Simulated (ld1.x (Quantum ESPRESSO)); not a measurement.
antimony (Sb), PAW: configuration errors across variants

```json
{
  "Element": "Sb (Z = 51)",
  "Generator": "ld1.x (Quantum ESPRESSO) 7.5",
  "Type": "PAW",
  "Functional": "PBE",
  "Relativity": "fully relativistic",
  "Frozen core": "[Kr]",
  "Valence charge": "15",
  "Reference configuration": "4d10 5s2 5p1 (charge +2)",
  "Partial waves": "5s (bound): rcut 1.35, rcutus 1.85 bohr; 5s channel at -0.05 Ry: rcut 1.35, rcutus 1.85 bohr; 5p (bound): rcut 2.20, rcutus 2.45 bohr; 5p channel at 0.8 Ry: rcut 2.20, rcutus 2.45 bohr; 4d (bound): rcut 1.45, rcutus 1.80 bohr; 4d channel at -3.25 Ry: rcut 1.45, rcutus 1.80 bohr; 4f channel at 0.1 Ry: rcut 2.25, rcutus 2.70 bohr",
  "Local potential": "all-electron potential smoothed inside 2.10 bohr (lloc = -1)",
  "Core correction": "Bessel-smoothed model core, default radius (core density twice the valence density)",
  "Augmentation charge": "PSQ, inside the norm-conserving radii"
}
```

Open shells are filled in proportion to 2j + 1 (rel_dist='average').

All-electron excitation energies from the reference (eV): (1) 4d10 5s2 5p3 -24.322; (2) 4d10 5s2 5p2 -15.989; (3) 4d10 5s2 5p0 24.439; (4) 4d9 5s2 5p3 16.387; (5) 4d10 5s1 5p4 -16.236; (6) 4d10 5s1 5p0 68.730; (7) 4d10 5s2 5p3.3 -25.485.

3 further variants failed, have other tests or too few solved ones, and are left out.

Errors AE − PS in meV (a dash: test not solved or not reliable):

| change | (1) | (2) | (3) | (4) | (5) | (6) | (7) | bound ghosts |
| --- | --- | --- | --- | --- | --- | --- | --- | --- |
| base | +0.5 | -0.1 | -1.1 | -120 | +1.7 | -12 | +0.7 | not determined |
| waves 5s (bound): rcut 1.35, rcutus 1.94 bohr; 5s channel at -0.05 Ry: rcut 1.35, rcutus 1.94 bohr | +0.5 | 0.0 | -1.1 | -114 | +1.8 | -12 | +0.8 | not determined |
| waves 5s (bound): rcut 1.35, rcutus 2.06 bohr; 5s channel at -0.05 Ry: rcut 1.35, rcutus 2.06 bohr | +0.6 | 0.0 | -1.0 | -106 | +2.0 | -12 | +0.9 | not determined |
| waves 5s (bound): rcut 1.35, rcutus 2.56 bohr; 5s channel at -0.05 Ry: rcut 1.35, rcutus 2.56 bohr | +2.0 | +0.5 | 0.0 | -35 | +4.4 | -12 | +2.6 | not determined |
| waves 5s (bound): rcut 1.35, rcutus 2.72 bohr; 5s channel at -0.05 Ry: rcut 1.35, rcutus 2.72 bohr | +2.8 | +0.8 | +0.3 | -20 | +5.2 | -12 | +3.4 | not determined |

Task: Give the same row for: waves 5s (bound): rcut 1.35, rcutus 2.32 bohr; 5s channel at -0.05 Ry: rcut 1.35, rcutus 2.32 bohr.

Result: +1.1, +0.2, -0.6, -71, +3.0, -12, +1.4; bound ghosts: not determined.
